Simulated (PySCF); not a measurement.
This PySCF input asks for the NMR shieldings of SMILES ClB(Cl)C[C@@]12[C@H]3C[C@@H]1[C@@H]2C3, C7H9BCl2; the geometry comes from GFN2-xTB.

```python
import basis_set_exchange as bse
import numpy as np
from pyscf import gto, dft
from pyscf.prop import nmr

atoms = """
Cl    2.467751    1.993040    1.011562
B     2.590367    0.553458    0.086072
Cl    3.942546   -0.472918    0.348153
C     1.447296    0.164717   -0.954798
C     0.110162    0.040239   -0.278941
C    -0.395861   -0.847808    0.899097
C    -0.946462    0.415122    1.577649
C    -0.902527    1.040552    0.197887
C    -1.299635   -0.047422   -0.793512
C    -1.567039   -1.301276    0.015351
H     1.673318   -0.771411   -1.472650
H     1.349135    0.938332   -1.722589
H     0.196673   -1.566918    1.454193
H    -0.230512    0.878821    2.252884
H    -1.916363    0.326441    2.068112
H    -0.973189    2.087842   -0.040860
H    -1.672028    0.181870   -1.777493
H    -2.538536   -1.399224    0.500516
H    -1.344901   -2.204206   -0.549603
"""
names = dict.fromkeys(["Cl", "B", "C", "H"], "pcSseg-1")
basis = {el: gto.basis.parse(bse.get_basis(n, elements=[el], fmt="nwchem")) for el, n in names.items()}
mol = gto.M(atom=atoms, basis=basis, charge=0, verbose=0)
mf = dft.RKS(mol, xc="PBE0")
mf.grids.level = 2
mf.grids.alignment = dft.numint.BLKSIZE   # the property module wants whole blocks of grid points
mf.conv_tol = 1e-9
mf.kernel()

calc = nmr.RKS(mf)   # GIAO
C = mf.mo_coeff
Co = C[:, mf.mo_occ > 0]
resp = mf.gen_response(singlet=True, hermi=2)
def vind(x):   # induced exchange potential for any number of trial vectors
    d = np.einsum("pi,xij,qj->xpq", C, 2 * x.reshape(-1, C.shape[1], Co.shape[1]), Co, optimize=True)
    return np.einsum("xpq,pi,qj->xij", resp(d - d.transpose(0, 2, 1)), C, Co, optimize=True).ravel()
mo1, _ = nmr.rhf.solve_mo1(calc, with_cphf=vind)
sigma = calc.kernel(mo1)
for i, s in enumerate(sigma):   # ppm
    print("%2d %-2s %9.2f" % (i, mol.atom_pure_symbol(i), np.trace(s) / 3))
```

Q: What are the results?

A: 
```
 0 Cl    677.20
 1 B      36.28
 2 Cl    650.64
 3 C     155.84
 4 C     139.38
 5 C     147.87
 6 C     151.27
 7 C     163.14
 8 C     163.18
 9 C     151.15
10 H      29.18
11 H      30.60
12 H      29.82
13 H      29.12
14 H      30.10
15 H      29.91
16 H      30.19
17 H      30.08
18 H      29.19
```

These numbers come from an equivalent density-fitted implementation of the same equations, which agrees with the script to about 0.01 ppm for H and up to a few tenths of a ppm for heavy atoms, so last digits may differ.

Size and cost of the density-fitted run: 229 basis functions, 99 s wall time on 1 thread of an Arm Neoverse N1, shared host; peak memory 0.96 GiB.
